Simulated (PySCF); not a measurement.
# Vertical excitation energies

C₂H₈N₂O₂Si₂.
SMILES: `CC(=O)O[SiH]1N[SiH2]N1`

The calculation used PySCF, TDDFT CAM-B3LYP/def2-SVPD, vertical, gas phase, core orbitals frozen in the response. The structure is a single GFN2-xTB conformer in the gas phase; no vibrational or solvent corrections. Torsions of this conformer, `[CH3:1][C:2](=[O:3])[O:4][SiH:5]1[NH:6][SiH2:7][NH:8]1`: C1–C2–O4–Si5 -179°, C2–O4–Si5–N6 171°.

| state | λ (nm) | E (eV) | f | main configurations (H = HOMO, L = LUMO) |
| --- | --- | --- | --- | --- |
| S1 | 210.5 | 5.89 | 0.0011 | H-2→L+2 (31%), H-2→L+1 (18%), H-2→L (12%) |
| S2 | 208.1 | 5.96 | 0.023 | H→L (80%) |
| S3 | 194.7 | 6.37 | 0.0022 | H-1→L (75%) |
| S4 | 181.9 | 6.82 | 0.0004 | H→L+1 (58%), H→L+3 (16%), H→L+4 (10%) |
| S5 | 170.5 | 7.27 | 0.0005 | H→L+2 (53%), H-1→L+1 (18%) |
| S6 | 168.3 | 7.37 | 0.0014 | H-1→L+1 (40%), H-1→L+3 (18%), H→L+2 (17%) |
| S7 | 163.4 | 7.59 | 0.0031 | H→L+3 (38%), H-1→L+2 (18%), H→L+5 (16%) |
| S8 | 162.8 | 7.62 | 0.0004 | H→L+4 (54%), H→L+5 (19%), H→L+3 (11%) |

Triplets (Tamm–Dancoff): T1 5.40 eV, H-2→L+2 (36%), H-2→L+1 (20%), H-2→L (14%); T2 5.69 eV, H→L (87%); T3 6.06 eV, H-1→L (72%).

The lowest singlet lies at 5.89 eV (210 nm, ultraviolet) and is very weak; its leading configuration is HOMO-2→LUMO+2 (31%). The most intense listed level is S2 at 5.96 eV (208 nm, f = 0.023), 0.07 eV above S1. Löwdin shares by element: HOMO nitrogen 78%, silicon 12%; LUMO silicon 33%, hydrogen 18% or more (atoms not listed hold the other 49%). Weighted by f, the mean energy of these states is 6.26 eV. Of the 8 states listed, 1 reaches f = 0.01 and 2 stay under 0.0005. The listed states span 1.73 eV. The window holds the lowest 8 singlets.
